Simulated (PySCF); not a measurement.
GeH5Si, charge +1, multiplicity 1. Atoms are numbered in the order given.

```xyz
7

Si     1.6381    -0.0098     0.0000
Ge    -0.7666    -0.0011     0.0000
H      2.4671     0.0221    -1.2266
H      2.4671     0.0221     1.2266
H     -1.0078     1.5132     0.0000
H     -1.1651    -0.6927    -1.2979
H     -1.1651    -0.6927     1.2979
```
Charge +1, spin multiplicity 1.

Coordinates come from a PBE0-D3(BJ)/def2-TZVP optimisation. The spin state was assumed, not searched. The isomer is the one that the SMILES or the coordinates give; other isomers of the formula were not compared.

Method: r2SCAN/def2-TZVPD (PySCF).

Isolated molecule, no solvent.

```yaml
total_energy: -2369.12782 hartree
point_group: Cs
highest_occupied_level: -13.62 eV
lowest_empty_level: -9.97 eV
orbital_gap: 3.65 eV
dipole_moment_about_the_centre_of_nuclear_charge: 3.88 D
mean_static_polarisability: 54.9 bohr³ (8.14 Å³)
polarisability_principal_values: 44.3, 49.5, 71.1 bohr³
```
